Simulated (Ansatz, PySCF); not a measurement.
C2H8O2Si, SMILES C[C@H](O)[SiH2]O. Atoms are numbered in the order given.

```xyz
13

C      2.0696    -0.3603     0.4117
C      0.8205     0.2080    -0.2459
O      0.5054     1.5338     0.2361
Si    -0.7925    -0.7907    -0.0531
O     -2.0049     0.2184    -0.6002
H      1.9131    -0.5312     1.4914
H      2.3459    -1.3286    -0.0369
H      2.9215     0.3296     0.2961
H      1.0107     0.3451    -1.3247
H      0.4979     1.4998     1.2037
H     -0.8309    -2.0541    -0.8385
H     -0.9428    -1.1106     1.4034
H     -1.7421     1.1451    -0.4887
```

Coordinates come from a B3LYP-D3(BJ)/def2-SVP optimisation. The structure was generated by enumeration; whether it is a known compound was not checked. One conformer was computed; it need not be the lowest.

Two levels are set side by side: PBE-D3(BJ)/def2-SVP (Ansatz, an electronic-structure program) and B3LYP-D3(BJ)/def2-SVP (Ansatz). Each level has its own optimised geometry; the coordinates shown are those of the second. Frequencies come from the Hessian of PySCF at each geometry. Differences are taken from unrounded values.

| quantity | B3LYP-D3(BJ) | PBE-D3(BJ) | PBE-D3(BJ) minus B3LYP-D3(BJ) |
|---|---|---|---|
| mean bond length (Å) | 1.323 | 1.333 | 0.010 |
| bond C1–C2 (Å) | 1.522 | 1.522 | 0.000 |
| bond C2–O3 (Å) | 1.446 | 1.452 | 0.007 |
| bond C2–Si4 (Å) | 1.907 | 1.920 | 0.013 |
| bond Si4–O5 (Å) | 1.670 | 1.683 | 0.013 |
| bond C1–H6 (Å) | 1.104 | 1.112 | 0.007 |
| bond C1–H7 (Å) | 1.102 | 1.110 | 0.007 |
| bond C1–H8 (Å) | 1.102 | 1.110 | 0.008 |
| bond C2–H9 (Å) | 1.104 | 1.112 | 0.008 |
| bond O3–H10 (Å) | 0.968 | 0.978 | 0.009 |
| bond Si4–H11 (Å) | 1.488 | 1.502 | 0.014 |
| bond Si4–H12 (Å) | 1.499 | 1.514 | 0.015 |
| bond O5–H13 (Å) | 0.970 | 0.982 | 0.012 |
| highest harmonic wavenumber (cm⁻¹) | 3795 | 3666 | -128 |
| mean harmonic wavenumber (cm⁻¹) | 1348 | 1312 | -36 |
| zero-point energy (kcal/mol) | 63.60 | 61.91 | -1.69 |

Exact exchange shortens and stiffens bonds; PBE has none. Differences between two approximate levels are no errors against the true value.
